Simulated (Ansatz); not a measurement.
Born–Oppenheimer molecular dynamics of ClH3Sn (5 atoms, charge 0, multiplicity 1). It goes on from the last frame of an earlier run, with new velocities.

These are results of Ansatz 0.2.0, RKS PBE0-D4/def2-SVP, not measurements.

```json
{
 "ensemble": "NVT, Nosé–Hoover chain",
 "time step": "3 fs",
 "steps asked": "40",
 "set temperature": "1500 K",
 "thermostat": "time constant 300 fs, chain length 1",
 "seed": "102648"
}
```

Frames 6 fs apart, positions in Å, forces in eV/Å.

Velocities at 0 fs (Å/ps):

```
Sn 0.46 -0.74 1.31
Cl -1.36 0.42 -2.25
H -42.96 46.70 -68.26
H 38.45 7.16 -1.88
H -2.24 18.45 -5.43
```

```xyz
5
Properties=species:S:1:pos:R:3:forces:R:3 time_fs=0 energy_less_start_eV=0.000 T=1500
Sn -0.005 0.001 -0.056 1.32 1.13 0.35
Cl 0.003 -0.005 2.312 -0.03 0.11 -0.01
H 1.728 -0.025 -0.460 -0.86 0.05 0.06
H -0.745 1.510 -0.528 0.12 -0.59 0.04
H -0.712 -1.455 -0.351 -0.55 -0.70 -0.45
5
Properties=species:S:1:pos:R:3:forces:R:3 time_fs=6 energy_less_start_eV=0.179 T=1073
Sn -0.001 -0.002 -0.048 -0.36 -0.36 -0.22
Cl -0.005 -0.002 2.299 0.21 0.00 0.10
H 1.441 0.239 -0.862 0.97 -0.49 0.10
H -0.543 1.500 -0.536 -0.92 0.49 0.01
H -0.821 -1.464 -0.453 0.09 0.36 0.01
5
Properties=species:S:1:pos:R:3:forces:R:3 time_fs=12 energy_less_start_eV=0.447 T=406
Sn 0.003 -0.005 -0.040 -0.06 1.00 -2.22
Cl -0.011 0.001 2.286 0.35 -0.10 0.28
H 1.386 0.333 -1.181 -0.23 -0.81 1.19
H -0.607 1.580 -0.518 -0.41 -0.57 0.46
H -0.922 -1.401 -0.561 0.35 0.48 0.29
5
Properties=species:S:1:pos:R:3:forces:R:3 time_fs=18 energy_less_start_eV=0.270 T=822
Sn 0.006 -0.005 -0.039 -0.62 1.78 -1.03
Cl -0.014 0.003 2.277 0.44 -0.20 0.51
H 1.301 0.170 -1.131 0.67 -0.24 0.47
H -0.817 1.503 -0.365 0.07 -0.33 0.16
H -0.943 -1.226 -0.590 -0.56 -1.00 -0.11
5
Properties=species:S:1:pos:R:3:forces:R:3 time_fs=24 energy_less_start_eV=0.181 T=1040
Sn 0.007 -0.001 -0.041 -1.60 -0.68 -0.96
Cl -0.012 0.003 2.272 0.44 -0.29 0.75
H 1.445 -0.088 -0.922 0.37 0.12 0.23
H -1.018 1.333 -0.163 0.13 0.54 -0.40
H -1.075 -1.292 -0.617 0.65 0.31 0.38
5
Properties=species:S:1:pos:R:3:forces:R:3 time_fs=30 energy_less_start_eV=0.326 T=710
Sn 0.004 0.002 -0.045 -0.16 -0.36 -0.58
Cl -0.006 0.000 2.275 0.32 -0.24 0.80
H 1.698 -0.293 -0.646 -1.27 0.59 0.37
H -1.152 1.308 -0.089 0.79 0.09 -0.59
H -1.026 -1.298 -0.537 0.32 -0.08 -0.01
5
Properties=species:S:1:pos:R:3:forces:R:3 time_fs=36 energy_less_start_eV=0.215 T=971
Sn 0.000 0.004 -0.051 -1.00 0.02 0.77
Cl 0.003 -0.005 2.285 0.00 -0.08 0.71
H 1.597 -0.310 -0.267 0.92 0.30 -0.62
H -1.042 1.334 -0.213 0.39 0.29 -0.54
H -0.885 -1.353 -0.463 -0.31 -0.53 -0.33
5
Properties=species:S:1:pos:R:3:forces:R:3 time_fs=42 energy_less_start_eV=0.117 T=1216
Sn -0.006 0.005 -0.055 0.15 -1.16 0.47
Cl 0.012 -0.011 2.303 -0.35 0.09 0.33
H 1.708 -0.211 -0.065 -0.27 0.26 -0.67
H -0.792 1.450 -0.519 0.15 -0.12 -0.15
H -0.812 -1.531 -0.483 0.32 0.93 0.02
5
Properties=species:S:1:pos:R:3:forces:R:3 time_fs=48 energy_less_start_eV=0.201 T=1018
Sn -0.012 0.004 -0.058 2.05 1.07 0.26
Cl 0.017 -0.016 2.323 -0.50 0.19 -0.15
H 1.785 -0.039 -0.091 -0.99 -0.03 -0.42
H -0.493 1.516 -0.865 -0.08 -0.80 0.59
H -0.664 -1.456 -0.510 -0.48 -0.43 -0.27
5
Properties=species:S:1:pos:R:3:forces:R:3 time_fs=54 energy_less_start_eV=0.413 T=500
Sn -0.013 0.005 -0.060 0.28 -0.48 0.39
Cl 0.018 -0.019 2.342 -0.47 0.22 -0.59
H 1.609 0.124 -0.261 1.41 -0.41 -0.10
H -0.239 1.357 -1.040 -1.00 0.55 0.16
H -0.650 -1.476 -0.614 -0.22 0.11 0.14
5
Properties=species:S:1:pos:R:3:forces:R:3 time_fs=60 energy_less_start_eV=0.441 T=418
Sn -0.012 0.006 -0.061 1.73 -0.46 -0.63
Cl 0.015 -0.020 2.356 -0.34 0.22 -0.92
H 1.737 0.147 -0.454 -0.72 -0.53 0.45
H -0.301 1.333 -1.131 -0.81 0.17 0.62
H -0.720 -1.484 -0.679 0.14 0.59 0.48
5
Properties=species:S:1:pos:R:3:forces:R:3 time_fs=66 energy_less_start_eV=0.159 T=1134
Sn -0.007 0.005 -0.064 1.20 1.24 -0.17
Cl 0.007 -0.019 2.360 -0.20 0.20 -0.97
H 1.692 0.003 -0.510 -0.50 -0.10 0.31
H -0.630 1.375 -1.020 0.04 -0.41 0.92
H -0.772 -1.345 -0.604 -0.55 -0.92 -0.09
```

Of the whole run (120 fs, mean temperature of the second half 938 K): The conserved energy wandered by up to 5.1 meV per atom (net 4.0 meV per atom), which is poor conservation. The mean temperature of the second half is 37 % below the set value. A step of 3 fs is long for free X–H stretches (periods near 10 fs) and can bias their spread and the temperature. A run of 0.12 ps of so small a system gives no equilibrium averages.

Time of the run: 69 s on 1 thread of Arm Neoverse V2 (shared host), peak memory 0.11 GiB.
